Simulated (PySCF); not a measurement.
**Broadened absorption spectrum of C6H18Si2**

Compound: C6H18Si2.
InChI=1S/C6H18Si2/c1-7(2,3)8(4,5)6/h1-6H3

Theory: TDDFT CAM-B3LYP/def2-SVPD, vertical, gas phase, core orbitals frozen in the response (PySCF 2.14.0, density-fitted response routines). Geometry: PBE0-D3(BJ)/def2-SVP; no solvent, vibrations or thermal averaging. Torsions of this conformer, `[CH3:1][Si:2]([CH3:3])([CH3:4])[Si:5]([CH3:6])([CH3:7])[CH3:8]`: C1–Si2–Si5–C6 179°.

Each state is given a Gaussian of 0.5 eV full width at half maximum, with ε(max) = 2.175×10⁸ f / Δν̃ (Δν̃ the width in cm⁻¹). The width is an assumption, not a result. The curve ends short of the highest state used, and states not computed would add to its high-energy end.

(E (eV), ε (L mol⁻¹ cm⁻¹)): (5.93, 0), (5.99, 1), (6.05, 2), (6.11, 6), (6.16, 14), (6.22, 37), (6.28, 90), (6.34, 205), (6.40, 430), (6.46, 832), (6.51, 1359), (6.57, 2274), (6.63, 3515), (6.69, 5016), (6.75, 6612), (6.81, 8055), (6.86, 8946), (6.92, 9465), (6.98, 9323), (7.04, 8630), (7.10, 7647), (7.16, 6701), (7.21, 6142), (7.27, 5879), (7.33, 6041), (7.39, 6462), (7.45, 6894), (7.50, 7095), (7.56, 7034), (7.62, 6660)

Q: Locate the maxima and give the states behind the curve.

A: 179 nm (6.94 eV), ε about 9500, made up of S2 (49%) and S3 (49%); 165 nm (7.52 eV), ε about 7100, made up of S4 (95%) (ε in L mol⁻¹ cm⁻¹; maxima over ε = 5, shares over 10%). The states used: S1 6.68 eV (f 0.0000); S2 6.93 eV (f 0.087); S3 6.93 eV (f 0.087); S4 7.52 eV (f 0.125); S5 7.97 eV (f 0.0000); S6 7.97 eV (f 0.0000); S7 8.11 eV (f 0.068); S8 8.11 eV (f 0.068); S9 8.22 eV (f 0.0003); S10 8.22 eV (f 0.0001).

Q: What would ε be at 6.94 eV, the highest of these maxima, with half the width (0.25 eV)?

A: About 18600 L mol⁻¹ cm⁻¹ against 9490, a factor of about 1.96; a lone state at its own centre would give exactly 2.

Q: On this curve, what absorbance would a 10⁻⁵ mol/L sample give at 193 nm over a 1 cm path?

A: 193 nm is 6.424 eV, where ε is about 570 L mol⁻¹ cm⁻¹, so A = ε c l ≈ 0.0057 (Beer–Lambert, with the gas-phase spectrum and the assumed width).

Q: Coming from long wavelengths, where does ε first pass 100 L mol⁻¹ cm⁻¹?

A: At about 197 nm (6.29 eV), 0.39 eV below S1.

All these states lie below the vertical ionisation energy of 8.66 eV (ΔSCF).
